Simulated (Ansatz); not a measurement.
A nudged elastic band was laid between two geometries of ClH3S2Si (7 atoms, charge 0, multiplicity 1).

Computed with UKS PBE0/cc-pVDZ in Ansatz.

| Property | Result |
| --- | --- |
| movable images | 5 |
| climbing image | yes |
| spring | 5.0 eV/Å² |
| optimiser | quadratic models (default) |
| start path | through a guess of the saddle point |
| force threshold | 0.05 eV/Å |
| iteration limit | 60 |
| end points | relaxed |

Image 0:

```xyz
7
Properties=species:S:1:pos:R:3
S -1.640 1.267 -0.818
S 0.201 0.503 -1.469
Si 0.919 -0.227 0.425
Cl -0.209 -1.854 1.075
H -2.345 0.109 -0.915
H 2.319 -0.691 0.182
H 0.817 0.824 1.474
```

Image 6:

```xyz
7
Properties=species:S:1:pos:R:3
S -2.000 1.556 -0.190
S -0.439 0.735 -1.176
Si 0.744 -0.233 0.443
Cl -0.432 -1.600 1.435
H -0.823 -0.483 -1.707
H 1.903 -0.948 -0.174
H 1.109 0.905 1.324
```

What changes between the two ends?

Bonds broken: S1–H5. Bonds formed: S2–H5.

Give the energies along the band, and the barrier.

The run converged. The highest image is number 4 of 0 to 6, 210.2 kJ/mol above the first end and 66.9 kJ/mol above the last; the last end lies 143.3 kJ/mol above the first. A vibrational analysis at the climbing image gives one clearly imaginary mode, 977i cm⁻¹: a first-order saddle point. The orbitals stay closed-shell, which can raise the energy where a bond breaks towards radicals; this wasn't checked here.

```
image  path coordinate (Å)  energy (kJ/mol)  S1–H5 (Å)  S2–H5 (Å)
    0                 0.00              0.0       1.36       2.64
    1                 0.44              2.7       1.36       2.58
    2                 0.89             34.0       1.35       2.26
    3                 1.33            135.5       1.49       1.75
    4                 1.78            210.2       1.97       1.40
    5                 2.29            157.6       2.55       1.36
    6                 2.80            143.3       2.80       1.38
```

What is the geometry of the highest image?


```xyz
7
Properties=species:S:1:pos:R:3
S -1.955 1.391 -0.323
S -0.195 0.630 -1.351
Si 0.815 -0.234 0.412
Cl -0.360 -1.712 1.233
H -1.323 -0.196 -1.307
H 2.090 -0.851 -0.060
H 0.990 0.904 1.350
```

What are the harmonic wavenumbers there?

977i, 70, 91, 173, 432, 453, 524, 570, 637, 694, 833, 899, 2236, 2285, 2381 cm⁻¹.

The band took 7 iterations and of the order of 2.7 core-minutes.

Run time: 83 s on 2 threads of Intel(R) Xeon(R) 6975P-C (Granite Rapids), with other jobs on the host, peak memory 0.31 GiB.
